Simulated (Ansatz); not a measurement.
`[F][GaH][GaH2]`, 6 atoms. Total charge 0; spin multiplicity 1. Correlated methods include outer-core shells of Ga, which these sets cover unevenly. Scalar relativity is left out up to krypton. All runs use 2 threads of an Arm Neoverse V1 on a shared host. Correlated methods freeze the cores.

Task: How many basis functions does each run have, and how long does it take in Ansatz? RKS B97M-V/def2-TZVPP energy; RKS ωB97M-V/def2-QZVPP energy; RKS PBE0-D4/def2-SVP energy; RHF-MP2/def2-QZVPP energy; RKS ωB97M-V/def2-SVP energy; RHF-CCSD(T)/def2-SVP energy; RKS PBE0-D4/def2-QZVPP energy; RKS PBE0-D4/def2-TZVP frequencies; direct RPA on PBE orbitals/def2-TZVPP energy; RHF-CCSD(T)/def2-TZVPP energy; RKS PBE0-D4/def2-TZVP relaxation (5 steps); RKS r2SCAN0-D4/def2-TZVPP energy. (Estimate.)

Result: Ansatz gave: Other jobs shared the machine, so times are rough.

```json
{"level": "RKS PBE0-D4/def2-SVP", "job": "energy", "functions": "93", "wall time": "1.6 s", "peak host memory (GiB)": "0.35"}
{"level": "direct RPA on PBE orbitals/def2-TZVPP", "job": "energy", "functions": "169", "wall time": "5.5 s", "peak host memory (GiB)": "0.35"}
{"level": "RHF-CCSD(T)/def2-SVP", "job": "energy", "functions": "93", "wall time": "5.5 s", "peak host memory (GiB)": "0.35"}
{"level": "RKS r2SCAN0-D4/def2-TZVPP", "job": "energy", "functions": "169", "wall time": "6 s", "peak host memory (GiB)": "0.44"}
{"level": "RKS ωB97M-V/def2-SVP", "job": "energy", "functions": "93", "wall time": "7 s", "peak host memory (GiB)": "0.35"}
{"level": "RKS B97M-V/def2-TZVPP", "job": "energy", "functions": "169", "wall time": "8.5 s", "peak host memory (GiB)": "0.25"}
{"level": "RKS PBE0-D4/def2-QZVPP", "job": "energy", "functions": "325", "wall time": "9.5 s", "peak host memory (GiB)": "1"}
{"level": "RKS PBE0-D4/def2-TZVP", "job": "relaxation (5 steps)", "functions": "145", "wall time": "19 s", "peak host memory (GiB)": "0.37"}
{"level": "RHF-MP2/def2-QZVPP", "job": "energy", "functions": "325", "wall time": "20 s", "peak host memory (GiB)": "1.2"}
{"level": "RKS ωB97M-V/def2-QZVPP", "job": "energy", "functions": "325", "wall time": "23 s", "peak host memory (GiB)": "1.2"}
{"level": "RHF-CCSD(T)/def2-TZVPP", "job": "energy", "functions": "169", "wall time": "70 s", "peak host memory (GiB)": "1.4"}
{"level": "RKS PBE0-D4/def2-TZVP", "job": "frequencies", "functions": "145", "wall time": "84 s", "peak host memory (GiB)": "0.37"}
```
